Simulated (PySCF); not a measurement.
Job for PySCF: R-HF/STO-3G on BH5O4 (a complex), monomers drawn apart or pushed together.

```python
from pyscf import gto, scf, dft, mp
from pyscf.data.elements import chemcore

mol = gto.M(
    atom='''
    O     0.48812662   -0.25235612   -1.40219905
    B     0.21299975   -0.13651343   -0.06670223
    O     0.60554128    1.00679046    0.59679757
    O    -0.44347033   -1.17900370    0.53078990
    H     0.94910488    0.52238930   -1.73633446
    H     0.36811778    0.99666234    1.53253046
    H    -0.60127700   -1.02356726    1.46969997
    O    -0.64342109    0.17695044    3.99092320
    H    -1.44713963    0.53359267    4.38504751
    H    -0.09391839   -0.12754844    4.72157733
    ''',
    basis='sto-3g',
    charge=0, spin=0, verbose=3, max_memory=1800)
mf = scf.RHF(mol)
mf.conv_tol = 1e-8
mf.max_cycle = 100
mf.kernel()
if not mf.converged:
    mf = mf.newton().run(mf.mo_coeff, mf.mo_occ)
```

Program output:

```
converged SCF energy = -322.750839269637
```

The calculation finished and met its thresholds.

Cost: around 0.4 core-seconds (rough).
